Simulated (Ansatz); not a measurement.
Process, species as SMILES: COCC[SiH3] [2-methoxyethylsilane] + 4 [H][H] (H2) → 3 C (CH4) + O (H2O) + [SiH4] (SiH4)
Geometries: B3LYP-D3(BJ)/def2-TZVP minima from Ansatz (a program for electronic structure), one conformer each, not searched for the lowest.
Geometry of the first species:
SMILES: C(OC)C[SiH3]
```xyz
15

C      2.7948    -0.0754     0.8548
O      1.5720    -0.7167     0.5679
C      0.5650     0.1863     0.1468
C     -0.7077    -0.5864    -0.1382
Si    -2.1448     0.4857    -0.7112
H      3.1952     0.4402    -0.0281
H      2.6837     0.6587     1.6637
H      3.5002    -0.8438     1.1673
H      0.9029     0.7232    -0.7519
H      0.3946     0.9404     0.9293
H     -1.0111    -1.1267     0.7631
H     -0.5073    -1.3419    -0.9034
H     -2.4873     1.4960     0.3199
H     -1.7969     1.2011    -1.9637
H     -3.3357    -0.3598    -0.9621
```

Quantity: energy of full hydrogenation (electronic energy difference), in kcal/mol. Cores are frozen in the correlated levels unless marked. Spin-orbit coupling is left out. Non-relativistic. CBS marks a two-point X^-3 extrapolation of the correlation energy; Hartree-Fock from the larger set. [CCSD(T)-MP2]/basis is that difference in the basis named.

```json
[
 {"level": "HF/STO-3G", "program": "Ansatz", "energy of full hydrogenation (kcal/mol)": "-59.5", "minus last row": "15.9"},
 {"level": "HF/aug-cc-pV(D+d)Z", "program": "Ansatz", "energy of full hydrogenation (kcal/mol)": "-91.5", "minus last row": "-16.1"},
 {"level": "BLYP-D3(BJ)/def2-TZVPD", "program": "Ansatz + dftd3", "energy of full hydrogenation (kcal/mol)": "-71.9", "minus last row": "3.5"},
 {"level": "BLYP/def2-TZVPD", "program": "Ansatz", "energy of full hydrogenation (kcal/mol)": "-78.8", "minus last row": "-3.4"},
 {"level": "B3LYP-D3(BJ)/def2-TZVPD", "program": "Ansatz + dftd3", "energy of full hydrogenation (kcal/mol)": "-74.7", "minus last row": "0.7"},
 {"level": "B3LYP-D4/def2-TZVPD", "program": "Ansatz + dftd4", "energy of full hydrogenation (kcal/mol)": "-74.5", "minus last row": "0.9"},
 {"level": "PBE0/6-31G*", "program": "Ansatz", "energy of full hydrogenation (kcal/mol)": "-69.9", "minus last row": "5.5"},
 {"level": "BHLYP-D4/def2-TZVPD", "program": "Ansatz + dftd4", "energy of full hydrogenation (kcal/mol)": "-78.2", "minus last row": "-2.8"},
 {"level": "HSE06/def2-TZVPD", "program": "Ansatz", "energy of full hydrogenation (kcal/mol)": "-78.0", "minus last row": "-2.6"},
 {"level": "RI-MP2/cc-pV(Q+d)Z", "program": "Ansatz", "energy of full hydrogenation (kcal/mol)": "-74.5", "minus last row": "0.9"},
 {"level": "SCS-MP2/cc-pV(T+d)Z", "program": "Ansatz", "energy of full hydrogenation (kcal/mol)": "-75.3", "minus last row": "0.1"},
 {"level": "CCSD/STO-3G", "program": "Ansatz", "energy of full hydrogenation (kcal/mol)": "-36.1", "minus last row": "39.3"},
 {"level": "CCSD/6-31G", "program": "Ansatz", "energy of full hydrogenation (kcal/mol)": "-71.2", "minus last row": "4.2"},
 {"level": "CCSD/6-31G*", "program": "Ansatz", "energy of full hydrogenation (kcal/mol)": "-63.9", "minus last row": "11.5"},
 {"level": "CCSD/cc-pV(D+d)Z", "program": "Ansatz", "energy of full hydrogenation (kcal/mol)": "-77.6", "minus last row": "-2.2"},
 {"level": "CCSD/aug-cc-pV(T+d)Z", "program": "Ansatz", "energy of full hydrogenation (kcal/mol)": "-78.6", "minus last row": "-3.2"},
 {"level": "CCSD/cc-pV(Q+d)Z", "program": "Ansatz", "energy of full hydrogenation (kcal/mol)": "-78.8", "minus last row": "-3.4"},
 {"level": "CCSD(T)/aug-cc-pV(T+d)Z", "program": "Ansatz", "energy of full hydrogenation (kcal/mol)": "-75.5", "minus last row": "-0.1"},
 {"level": "CCSD(T) with core electrons (1s frozen past Ne)/cc-pwCVTZ", "program": "Ansatz", "energy of full hydrogenation (kcal/mol)": "-75.2", "minus last row": "0.2"},
 {"level": "RI-MP2/CBS(cc-pV(T+d)Z,cc-pV(Q+d)Z)+[CCSD(T)-MP2]/cc-pV(D+d)Z", "program": "Ansatz", "energy of full hydrogenation (kcal/mol)": "-75.6", "minus last row": "-0.2"},
 {"level": "CCSD(T)/CBS(cc-pV(T+d)Z,cc-pV(Q+d)Z)", "program": "Ansatz", "energy of full hydrogenation (kcal/mol)": "-75.4", "minus last row": "0.0"}
]
```
